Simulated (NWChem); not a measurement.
Everything below was run with NWChem. System: C4H10O, charge 1, spin multiplicity 2, at the geometry of a parent with another charge or spin, in a state set for the comparison that need not be this species' ground state. Its SCF solution wasn't tested for a lower state. Level: UHF/def2-SVP.

Job file:

```
start mol
memory heap 200 mb stack 900 mb global 1100 mb
charge 1
geometry units angstroms nocenter noautoz
  C     -0.125808    -2.534092     0.000000
  C      0.606051    -1.191403     0.000000
  C     -0.337691     0.013086     0.000000
  C      0.382397     1.353064     0.000000
  O     -0.585832     2.382988     0.000000
  H     -0.771072    -2.638070     0.888234
  H      0.579843    -3.380166     0.000000
  H     -0.771072    -2.638070    -0.888234
  H      1.270979    -1.136309    -0.881439
  H      1.270979    -1.136309     0.881439
  H     -1.000508    -0.022398    -0.882687
  H     -1.000508    -0.022398     0.882687
  H      1.043790     1.416420    -0.890302
  H      1.043790     1.416420     0.890302
  H     -0.129259     3.233037     0.000000
  symmetry group Cs
end
basis spherical
  * library def2-svp
end
scf
  uhf
  nopen 1
  maxiter 100
  thresh 1e-7
  semidirect memsize 60000000 filesize 0
  # guess.movecs holds the orbitals of an unrestricted PBE0 run
  vectors input guess.movecs output mol.movecs
end
task scf energy
```

Output (cleaned and shortened):

```
             Northwest Computational Chemistry Package (NWChem) 7.3.0
             --------------------------------------------------------

                                NWChem Input Module
                                -------------------

 Scaling coordinates for geometry "geometry" by  1.889725989
 (inverse scale =  0.529177249)

 Turning off AUTOSYM since
 SYMMETRY directive was detected!

                             Geometry "geometry" -> ""
                             -------------------------

 Output coordinates in angstroms (scale by  1.889725989 to convert to a.u.)

  No.       Tag          Charge          X              Y              Z
 ---- ---------------- ---------- -------------- -------------- --------------
    1 C                    6.0000    -0.12580800    -2.53409200     0.00000000
    2 C                    6.0000     0.60605100    -1.19140300     0.00000000
    3 C                    6.0000    -0.33769100     0.01308600     0.00000000
    4 C                    6.0000     0.38239700     1.35306400     0.00000000
    5 O                    8.0000    -0.58583200     2.38298800     0.00000000
    6 H                    1.0000    -0.77107200    -2.63807000     0.88823400
    7 H                    1.0000     0.57984300    -3.38016600     0.00000000
    8 H                    1.0000    -0.77107200    -2.63807000    -0.88823400
    9 H                    1.0000     1.27097900    -1.13630900    -0.88143900
   10 H                    1.0000     1.27097900    -1.13630900     0.88143900
   11 H                    1.0000    -1.00050800    -0.02239800    -0.88268700
   12 H                    1.0000    -1.00050800    -0.02239800     0.88268700
   13 H                    1.0000     1.04379000     1.41642000    -0.89030200
   14 H                    1.0000     1.04379000     1.41642000     0.89030200
   15 H                    1.0000    -0.12925900     3.23303700     0.00000000

 Effective nuclear repulsion energy (a.u.)     184.4617368612

            Nuclear Dipole moment (a.u.)
            ----------------------------
        X                 Y               Z
 ---------------- ---------------- ----------------
    -0.0000000000    -0.0000170075     0.0000000000

      Symmetry information
      --------------------

 Group name             Cs
 Group number              2
 Group order               2
 No. of unique centers    11

      Symmetry unique atoms

     1    2    3    4    5    6    7    9   11   13   15


 Summary of "ao basis" -> "" (spherical)
 ------------------------------------------------------------------------------
       Tag                 Description            Shells   Functions and Types
 ---------------- ------------------------------  ------  ---------------------
 *                          def2-svp                  on all atoms

 Summary of "ao basis" -> "ao basis" (spherical)
 ------------------------------------------------------------------------------
       Tag                 Description            Shells   Functions and Types
 ---------------- ------------------------------  ------  ---------------------
 C                          def2-svp                 6       14   3s2p1d
 O                          def2-svp                 6       14   3s2p1d
 H                          def2-svp                 3        5   2s1p

                                 NWChem SCF Module
                                 -----------------

  ao basis        = "ao basis"
  functions       =   120
  atoms           =    15
  alpha electrons =    21
  beta  electrons =    20
  charge          =   1.00
  wavefunction    = UHF
  use symmetry    = T
  symmetry adapt  = T

 Summary of "ao basis" -> "ao basis" (spherical)
 ------------------------------------------------------------------------------
       Tag                 Description            Shells   Functions and Types
 ---------------- ------------------------------  ------  ---------------------
 C                          def2-svp                 6       14   3s2p1d
 O                          def2-svp                 6       14   3s2p1d
 H                          def2-svp                 3        5   2s1p

      Symmetry analysis of basis
      --------------------------

        a'         78
        a"         42

 Forming initial guess at       0.1s

   Symmetry analysis of molecular orbitals - initial alpha
   -------------------------------------------------------

  Numbering of irreducible representations:

     1 a'          2 a"

  Orbital symmetries:

     1 a'          2 a'          3 a'          4 a'          5 a'
     6 a'          7 a'          8 a'          9 a'         10 a'
    11 a"         12 a'         13 a'         14 a"         15 a'
    16 a"         17 a'         18 a"         19 a'         20 a'
    21 a"         22 a'         23 a'         24 a"         25 a'
    26 a'         27 a'         28 a"         29 a"         30 a'
    31 a'

   Symmetry analysis of molecular orbitals - initial beta
   ------------------------------------------------------

  Numbering of irreducible representations:

     1 a'          2 a"

  Orbital symmetries:

     1 a'          2 a'          3 a'          4 a'          5 a'
     6 a'          7 a'          8 a'          9 a'         10 a'
    11 a'         12 a"         13 a'         14 a"         15 a'
    16 a'         17 a"         18 a'         19 a'         20 a"
    21 a"         22 a'         23 a'         24 a"         25 a'
    26 a'         27 a'         28 a"         29 a"         30 a'
    31 a'

 Starting SCF solution at       0.1s

 ----------------------------------------------
[...]
  ----- ------------  ---------------      ----- ------------  ---------------
   117      1.287514  15 H  s                45     -0.770797   4 C  s
    59     -0.744435   5 O  s               107      0.359297  13 H  s
   112      0.359297  14 H  s                64     -0.316453   5 O  py
    49     -0.226146   4 C  px               17      0.199142   2 C  s
    63     -0.176233   5 O  px              116      0.175095  15 H  s

 Vector   23  Occ=0.000000D+00  E= 3.793557D-03  Symmetry=a'
              MO Center=  1.0D+00,  8.0D-01, -1.4D-16, r^2= 5.4D+00
   Bfn.  Coefficient  Atom+Function         Bfn.  Coefficient  Atom+Function
  ----- ------------  ---------------      ----- ------------  ---------------
    45      1.604752   4 C  s               107     -1.213854  13 H  s
   112     -1.213854  14 H  s                17      1.046476   2 C  s
    31      0.806276   3 C  s                49      0.660561   4 C  px
    87     -0.545518   9 H  s                92     -0.545518  10 H  s
    97     -0.478690  11 H  s               102     -0.478690  12 H  s

 Vector   24  Occ=0.000000D+00  E= 3.798393D-02  Symmetry=a"
              MO Center=  8.3D-01,  8.6D-01, -2.6D-17, r^2= 5.5D+00
   Bfn.  Coefficient  Atom+Function         Bfn.  Coefficient  Atom+Function
  ----- ------------  ---------------      ----- ------------  ---------------
   107      1.390127  13 H  s               112     -1.390127  14 H  s
    51      1.027259   4 C  pz               97      0.602041  11 H  s
   102     -0.602041  12 H  s                87      0.397770   9 H  s
    92     -0.397770  10 H  s                37      0.306609   3 C  pz
    48      0.306910   4 C  pz               23      0.304739   2 C  pz

                     UHF Final Beta Molecular Orbital Analysis
                     -----------------------------------------

 Vector   18  Occ=1.000000D+00  E=-6.463930D-01  Symmetry=a'
              MO Center=  2.1D-01, -1.6D+00,  3.5D-16, r^2= 2.7D+00
   Bfn.  Coefficient  Atom+Function         Bfn.  Coefficient  Atom+Function
  ----- ------------  ---------------      ----- ------------  ---------------
     5      0.379376   1 C  py               19     -0.332287   2 C  py
    76     -0.215854   7 H  s                33      0.189697   3 C  py
    22     -0.184006   2 C  py                8      0.157021   1 C  py
    18     -0.156310   2 C  px               47     -0.155868   4 C  py
    31     -0.150312   3 C  s

 Vector   19  Occ=1.000000D+00  E=-6.264425D-01  Symmetry=a'
              MO Center=  1.3D-01, -1.9D+00,  1.6D-14, r^2= 2.6D+00
   Bfn.  Coefficient  Atom+Function         Bfn.  Coefficient  Atom+Function
  ----- ------------  ---------------      ----- ------------  ---------------
     4      0.329362   1 C  px               18     -0.272060   2 C  px
    76      0.257173   7 H  s                32      0.180361   3 C  px
    71     -0.171778   6 H  s                81     -0.171778   8 H  s
     7      0.166366   1 C  px               86     -0.156613   9 H  s
    91     -0.156613  10 H  s

 Vector   20  Occ=1.000000D+00  E=-6.150568D-01  Symmetry=a"
              MO Center=  1.5D-01, -1.7D+00,  2.3D-15, r^2= 2.7D+00
   Bfn.  Coefficient  Atom+Function         Bfn.  Coefficient  Atom+Function
  ----- ------------  ---------------      ----- ------------  ---------------
     6      0.289483   1 C  pz               20     -0.285997   2 C  pz
    86      0.245241   9 H  s                91     -0.245241  10 H  s
    71      0.237257   6 H  s                81     -0.237257   8 H  s
     9      0.155854   1 C  pz

 Vector   21  Occ=0.000000D+00  E=-2.504916D-01  Symmetry=a"
              MO Center= -3.6D-01,  2.2D+00,  6.6D-16, r^2= 1.3D+00
   Bfn.  Coefficient  Atom+Function         Bfn.  Coefficient  Atom+Function
  ----- ------------  ---------------      ----- ------------  ---------------
    65      0.559516   5 O  pz               62      0.508899   5 O  pz
   107      0.188433  13 H  s               112     -0.188433  14 H  s
   106      0.186024  13 H  s               111     -0.186024  14 H  s

 Vector   22  Occ=0.000000D+00  E=-6.652076D-02  Symmetry=a'
              MO Center=  1.4D-01,  3.2D+00,  2.8D-15, r^2= 2.8D+00
   Bfn.  Coefficient  Atom+Function         Bfn.  Coefficient  Atom+Function
  ----- ------------  ---------------      ----- ------------  ---------------
   117      1.297889  15 H  s                45     -0.871794   4 C  s
    59     -0.758872   5 O  s               107      0.432061  13 H  s
   112      0.432061  14 H  s                64     -0.328268   5 O  py
    49     -0.260547   4 C  px               17      0.179494   2 C  s
    61     -0.170630   5 O  py               63     -0.167201   5 O  px

 Vector   23  Occ=0.000000D+00  E= 7.256570D-03  Symmetry=a'
              MO Center=  9.4D-01,  7.8D-01,  6.8D-16, r^2= 5.7D+00
   Bfn.  Coefficient  Atom+Function         Bfn.  Coefficient  Atom+Function
  ----- ------------  ---------------      ----- ------------  ---------------
    45      1.486371   4 C  s               107     -1.172917  13 H  s
   112     -1.172917  14 H  s                17      1.094250   2 C  s
    31      0.859729   3 C  s                49      0.671530   4 C  px
    87     -0.574367   9 H  s                92     -0.574367  10 H  s
    97     -0.508277  11 H  s               102     -0.508277  12 H  s

 center of mass
 --------------
 x =  -0.03882749 y =   0.12391736 z =   0.00000000

 moments of inertia (a.u.)
 ------------------
         912.849121014985          68.188871111969           0.000000000000
          68.188871111969         101.872335950387           0.000000000000
           0.000000000000           0.000000000000         969.551484506612

  Mulliken analysis of the total density
  --------------------------------------

    Atom       Charge   Shell Charges
 -----------   ------   -------------------------------------------------------
    1 C    6     6.04   1.99  0.86  0.23  2.03  0.89  0.04
    2 C    6     6.15   1.99  0.87  0.27  2.04  0.93  0.05
    3 C    6     6.15   1.99  0.87  0.28  2.06  0.91  0.05
    4 C    6     5.92   1.99  0.91  0.19  2.00  0.77  0.07
    5 O    8     7.87   1.99  1.15  0.64  2.72  1.36  0.02
    6 H    1     0.94   0.75  0.17  0.03
    7 H    1     0.92   0.74  0.15  0.03
    8 H    1     0.94   0.75  0.17  0.03
    9 H    1     0.94   0.75  0.16  0.02
   10 H    1     0.94   0.75  0.16  0.02
   11 H    1     0.91   0.75  0.14  0.02
   12 H    1     0.91   0.75  0.14  0.02
   13 H    1     0.83   0.71  0.09  0.03
   14 H    1     0.83   0.71  0.09  0.03
   15 H    1     0.70   0.63 -0.00  0.07

  Mulliken analysis of the alpha density
  --------------------------------------

    Atom       Charge   Shell Charges
 -----------   ------   -------------------------------------------------------
    1 C    6     3.02   0.99  0.43  0.12  1.02  0.45  0.02
    2 C    6     3.07   0.99  0.43  0.14  1.02  0.46  0.02
    3 C    6     3.08   0.99  0.44  0.14  1.03  0.46  0.02
    4 C    6     2.89   0.99  0.45  0.08  0.98  0.36  0.04
    5 O    8     4.44   1.00  0.60  0.32  1.71  0.81  0.01
    6 H    1     0.47   0.37  0.08  0.01
    7 H    1     0.46   0.37  0.08  0.01
    8 H    1     0.47   0.37  0.08  0.01
    9 H    1     0.47   0.38  0.08  0.01
   10 H    1     0.47   0.38  0.08  0.01
   11 H    1     0.45   0.37  0.07  0.01
   12 H    1     0.45   0.37  0.07  0.01
   13 H    1     0.46   0.39  0.05  0.01
   14 H    1     0.46   0.39  0.05  0.01
   15 H    1     0.33   0.29 -0.00  0.04

   Mulliken analysis of the beta density
   -------------------------------------

    Atom       Charge   Shell Charges
 -----------   ------   -------------------------------------------------------
    1 C    6     3.02   0.99  0.43  0.12  1.02  0.45  0.02
    2 C    6     3.07   0.99  0.43  0.14  1.02  0.46  0.02
    3 C    6     3.07   0.99  0.44  0.14  1.03  0.45  0.02
    4 C    6     3.02   0.99  0.46  0.10  1.02  0.42  0.03
    5 O    8     3.43   1.00  0.55  0.32  1.01  0.55  0.01
    6 H    1     0.47   0.37  0.08  0.01
    7 H    1     0.46   0.37  0.08  0.01
    8 H    1     0.47   0.37  0.08  0.01
    9 H    1     0.47   0.38  0.08  0.01
   10 H    1     0.47   0.38  0.08  0.01
   11 H    1     0.46   0.37  0.07  0.01
   12 H    1     0.46   0.37  0.07  0.01
   13 H    1     0.38   0.32  0.04  0.01
   14 H    1     0.38   0.32  0.04  0.01
   15 H    1     0.37   0.34  0.00  0.03

   Mulliken analysis of the spin density
   -------------------------------------

    Atom       Charge   Shell Charges
 -----------   ------   -------------------------------------------------------
    1 C    6    -0.00  -0.00 -0.00 -0.00 -0.00 -0.00  0.00
    2 C    6    -0.00  -0.00 -0.00 -0.00 -0.00 -0.00 -0.00
    3 C    6     0.01   0.00  0.00  0.00  0.00  0.01 -0.00
    4 C    6    -0.13  -0.00 -0.01 -0.02 -0.04 -0.06  0.01
    5 O    8     1.01  -0.00  0.05 -0.01  0.70  0.27 -0.00
    6 H    1     0.00   0.00  0.00 -0.00
    7 H    1    -0.00  -0.00 -0.00 -0.00
    8 H    1     0.00   0.00  0.00 -0.00
    9 H    1     0.00   0.00 -0.00  0.00
   10 H    1     0.00   0.00 -0.00  0.00
   11 H    1    -0.00  -0.00  0.00 -0.00
   12 H    1    -0.00  -0.00  0.00 -0.00
   13 H    1     0.08   0.06  0.01 -0.00
   14 H    1     0.08   0.06  0.01 -0.00
   15 H    1    -0.05  -0.05 -0.00  0.01

       Multipole analysis of the density wrt the origin
       ------------------------------------------------

     L   x y z        total         alpha         beta         nuclear
     -   - - -        -----         -----         ----         -------
     0   0 0 0      1.000000    -21.000000    -20.000000     42.000000

     1   1 0 0      0.387774      0.601517     -0.213742     -0.000000
     1   0 1 0      3.323084     -0.504547      3.827648     -0.000017
     1   0 0 1     -0.000000     -0.000000     -0.000000      0.000000

     2   2 0 0    -22.363971    -39.913645    -38.015211     55.564885
     2   1 1 0      0.664118     17.966872     13.787241    -31.089996
     2   1 0 1     -0.000000     -0.000000     -0.000000      0.000000
     2   0 2 0     -1.128134   -270.609551   -251.372322    520.853740
     2   0 1 1      0.000000      0.000000      0.000000      0.000000
     2   0 0 2    -21.830923    -22.751699    -21.488855     22.409631

 Task  times  cpu:        6.2s     wall:        6.2s

 Total times  cpu:        6.2s     wall:        6.2s
```
